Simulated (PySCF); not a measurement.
Iron: highly charged ions in a basis for the neutral atom

Fe⁹⁺ [Ne] 3s2 3p5, Fe¹⁰⁺ [Ne] 3s2 3p4. Calculation: PySCF 2.14, in cc-pVDZ-DK (6s5p3d1f, 43 functions); scalar relativity by spin-free X2C-1e. No spin-orbit coupling, so a gap to NIST mixes the basis error with missing relativistic terms.

Changed run: basis of the neutral atom used for a highly charged ion. This setting is unsound on purpose.

```csv
species,method,sound run (hartree),changed run (hartree),converged
Fe⁹⁺,UHF,not run,-1242.05671,yes
Fe⁹⁺,PBE,not run,-1242.55831,yes
Fe⁹⁺,B3LYP,not run,-1242.81838,yes
Fe¹⁰⁺,UHF,not run,-1232.35373,yes
Fe¹⁰⁺,PBE,not run,-1232.79645,yes
Fe¹⁰⁺,B3LYP,not run,-1233.05179,yes
```

Ionisation energy of Fe⁹⁺:

```tsv
method	changed run (eV)	NIST (eV)
UHF	264.03	262.1 ± 0.12
PBE	265.63	262.1 ± 0.12
B3LYP	265.76	262.1 ± 0.12
```

The contracted functions were made for the neutral atom and can be too rigid for a highly charged ion.
